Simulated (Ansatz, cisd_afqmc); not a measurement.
System: Br, charge 0, doublet.

Total energies in aug-cc-pVTZ-DK, 7 correlated electrons, 14 frozen orbitals. Open shells are spin-unrestricted; no spin-orbit coupling. The -DK rows use spin-free X2C. The Monte Carlo rows (phaseless AFQMC, CISD trial, step 0.005/hartree) carry one-sigma bars that omit the constraint's bias. Outlying blocks are dropped, and bars are widened where a walk drifts. Over all cases where full CI ran beside it in this data, AFQMC minus full CI had a median of +0.1 mEh and passed +0.4 mEh in a tenth of the cases. Spin-orbit terms, left out, reach several kcal/mol for Br and I, and more for heavier atoms.

```json
[
 {"method": "HF", "program": "Ansatz", "energy (Eh)": "-2604.43359", "minus CCSDTQ (mEh)": "160.59"},
 {"method": "MP2", "program": "Ansatz", "energy (Eh)": "-2604.56947", "minus CCSDTQ (mEh)": "24.71"},
 {"method": "CCSD", "program": "Ansatz", "energy (Eh)": "-2604.58856", "minus CCSDTQ (mEh)": "5.62"},
 {"method": "CCSD(T)", "program": "Ansatz", "energy (Eh)": "-2604.59346", "minus CCSDTQ (mEh)": "0.72"},
 {"method": "CCSDT(Q)", "program": "Ansatz", "energy (Eh)": "-2604.59417", "minus CCSDTQ (mEh)": "0.01"},
 {"method": "CCSDTQ", "program": "Ansatz", "energy (Eh)": "-2604.59418", "minus CCSDTQ (mEh)": "0.00"},
 {"method": "AFQMC/CISD", "program": "cisd_afqmc", "energy (Eh)": "-2604.5939 ± 0.0002", "minus CCSDTQ (mEh)": "0.2 ± 0.2"}
]
```

Ansatz is a program for electronic structure.
